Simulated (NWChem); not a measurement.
System: PbSiH4S, singlet; SMILES [SiH3][Pb][SH]

Input file for NWChem:

```
start job
memory heap 200 mb stack 900 mb global 1100 mb
geometry units angstroms noautoz
  Pb     0.470937    -0.132546     0.554937
  S     -1.395017    -1.563089    -0.393957
  H     -0.759428    -2.745218    -0.224157
  Si    -1.083691     2.084478     0.083170
  H     -1.345010     2.817602     1.367769
  H     -2.406680     1.773416    -0.546160
  H     -0.360529     3.047110    -0.814706
end
basis spherical
  Pb library def2-svp
  S library def2-svp
  H library def2-svp
  Si library def2-svp
end
ecp
  Pb library def2-ecp
end
dft
  xc xwpbe 1.00 cpbe96 1.0 hfexch 1.00
  cam 0.25 cam_alpha 0.0 cam_beta 1.0
  iterations 150
  vectors input atomic output neutral.movecs
end
task dft energy
charge 1
dft
  odft
  mult 2
  vectors input atomic output cation.movecs
end
task dft energy
```

Excerpt of the output:

```
             Northwest Computational Chemistry Package (NWChem) 7.3.0
             --------------------------------------------------------

 C1  symmetry detected

                             Geometry "geometry" -> ""
                             -------------------------

 Output coordinates in angstroms (scale by  1.889725989 to convert to a.u.)

  No.       Tag          Charge          X              Y              Z
 ---- ---------------- ---------- -------------- -------------- --------------
    1 Pb                  82.0000     0.53170728     0.16683558     0.00004007
    2 S                   16.0000    -1.68077568     1.40520410     0.00010001
    3 H                    1.0000    -1.14173349     2.64603516    -0.00238627
    4 Si                  14.0000    -0.87121338    -2.19672982     0.00007048
    5 H                    1.0000    -0.52071833    -3.00793208    -1.21444882
    6 H                    1.0000    -2.35809834    -2.01820237     0.02048503
    7 H                    1.0000    -0.49004830    -3.02946615     1.19047728

 Effective nuclear repulsion energy (a.u.)     607.3724351804

 Summary of "ao basis" -> "ao basis" (spherical)
 ------------------------------------------------------------------------------
       Tag                 Description            Shells   Functions and Types
 ---------------- ------------------------------  ------  ---------------------
 Pb                         def2-svp                10       26   4s4p2d
 S                          def2-svp                 8       18   4s3p1d
 H                          def2-svp                 3        5   2s1p
 Si                         def2-svp                 8       18   4s3p1d

            General Information
            -------------------
          SCF calculation type: DFT
          Wavefunction type:  closed shell.
          No. of atoms     :     7
          No. of electrons :    56
           Alpha electrons :    28
            Beta electrons :    28
          Charge           :     0
          Spin multiplicity:     1
          Use of symmetry is: off; symmetry adaption is: off
          Maximum number of iterations: 150
          AO basis - number of functions:    82
                     number of shells:    38
          Convergence on energy requested:  1.00D-06
          Convergence on density requested:  1.00D-05
          Convergence on gradient requested:  5.00D-04

              XC Information
              --------------
                     Hartree-Fock (Exact) Exchange  1.000
                     LC-wPBE(h)Exchange Functional  1.000
            Perdew 1991 LDA Correlation Functional  1.000 local
           PerdewBurkeErnz. Correlation Functional  1.000 non-local

           Range-Separation Parameters
           ---------------------------
           Alpha           :  0.00
           Beta            :  1.00
           Gamma           :  0.25
           Short-Range HF  :     F

             Grid Information
             ----------------
          Grid used for XC integration:  medium
          Radial quadrature: Mura-Knowles
          Angular quadrature: Lebedev.
          Tag              B.-S. Rad. Rad. Pts. Rad. Cut. Ang. Pts.
          ---              ---------- --------- --------- ---------
          Pb                  1.80      123          10.0       590
          S                   1.00       88          12.0       590
          H                   0.35       45          13.0       434
          Si                  1.10       88          12.0       590
          Grid pruning is: on
          Number of quadrature shells:   479
          Spatial weights used:  Erf1

      Superposition of Atomic Density Guess
      -------------------------------------

 Sum of atomic energies:        -907.44307209

      Non-variational initial energy
      ------------------------------

 Total energy =    -880.284092
 1-e energy   =   -1702.759181
 2-e energy   =     614.406265
 HOMO         =      -0.207612
 LUMO         =      -0.059740

   convergence    iter        energy       DeltaE   RMS-Dens  Diis-err
 ---------------- ----- ----------------- --------- --------- ---------
 d= 0,ls=0.0,diis     1   -882.4599877122 -1.09D+03  1.48D-02  3.47D-01
 d= 0,ls=0.0,diis     2   -882.4943676298 -3.44D-02  5.20D-03  1.14D-01
 d= 0,ls=0.0,diis     3   -882.5113553677 -1.70D-02  1.71D-03  1.24D-02
 d= 0,ls=0.0,diis     4   -882.5134528181 -2.10D-03  2.36D-04  1.63D-04
 d= 0,ls=0.0,diis     5   -882.5134876849 -3.49D-05  7.39D-05  1.21D-05
  Resetting Diis
 d= 0,ls=0.0,diis     6   -882.5134915964 -3.91D-06  2.42D-05  6.47D-07
 d= 0,ls=0.0,diis     7   -882.5134919207 -3.24D-07  8.16D-06  9.94D-08

         Total DFT energy =     -882.513491920668
      One electron energy =    -1704.966310243726
           Coulomb energy =      678.215047326398
    Exchange-Corr. energy =      -63.831053047907
 Nuclear repulsion energy =      208.068824044567

 Numeric. integr. density =       56.000010325249

                       DFT Final Molecular Orbital Analysis
                       ------------------------------------

 Vector   26  Occ=2.000000D+00  E=-3.484107D-01
              MO Center= -9.4D-01,  6.3D-01,  3.9D-04, r^2= 4.3D+00
   Bfn.  Coefficient  Atom+Function         Bfn.  Coefficient  Atom+Function
  ----- ------------  ---------------      ----- ------------  ---------------
    37      0.459247  2 S  px                34      0.339008  2 S  px
    12      0.258727  1 Pb py                31      0.195314  2 S  px
    11     -0.187989  1 Pb px                 3     -0.170308  1 Pb s
    38     -0.165986  2 S  py                35     -0.135977  2 S  py
    15      0.126516  1 Pb py                58     -0.116651  4 Si py

[...]
```

Level: LC-wPBE (HJS exchange hole, range parameter 0.25 per bohr)/def2-SVP with def2 effective core potentials on Pb, vertical spin-unrestricted ions. Low-valent species are run as closed-shell singlets; no triplet was tried in these runs. All runs use the structure optimised with PBE0/def2-SVP. def2 effective core potentials on Pb; no spin-orbit coupling.
